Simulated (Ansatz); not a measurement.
Ligand exchange: SnBr4 + CH2ClF → SnHBr3 + CHBrClF

Species: SnBr4 (stannic bromide) `[Br][Sn]([Br])([Br])[Br]`, singlet; CH2ClF `FCCl`, singlet; SnHBr3 `[Br][SnH]([Br])[Br]`, singlet; CHBrClF (bromochlorofluoromethane) `FC(Cl)Br`, singlet. The partners trade Br for H: Sn–Br and C–H bonds give way to Sn–H and C–Br.

Shapes, held fixed at every level: PBE0-D4/def2-TZVP. Programs: Ansatz 0.2.0. The zero-point and thermal change to 298 K, harmonic and unscaled (PBE0-D4/def2-TZVP), is -12.3 kJ/mol.

```
              level                   kind  ΔH(298 K) (kJ/mol)  less CCSD(T)/def2-TZVPP
      HF/def2-TZVPP           Hartree–Fock              +166.4                    +21.1
   SPW92/def2-TZVPP                    LDA              +125.7                    -19.6
  PBE-D4/def2-TZVPP                    GGA              +139.2                     -6.1
B3LYP-D4/def2-TZVPP          global hybrid              +151.5                     +6.2
  B2PLYP/def2-TZVPP          double hybrid              +149.1                     +3.8
     MP2/def2-TZVPP    perturbation theory              +151.3                     +6.0
      CCSD/def2-SVP  coupled cluster or CI              +154.6                     +9.3
 CCSD(T)/def2-TZVPP  coupled cluster or CI              +145.3                      0.0
```

The highest level, CCSD(T)/def2-TZVPP, gives ΔH(298 K) = +145.3 kJ/mol; the levels span +125.7 to +166.4. The column of differences is taken from that level and isn't an error. No measured value is set beside it here. For atoms past krypton def2 sets carry core potentials with scalar relativity. Relativity is left out for Br. Outer-core shells of Br, Sn are correlated, in sets that cover them unevenly.
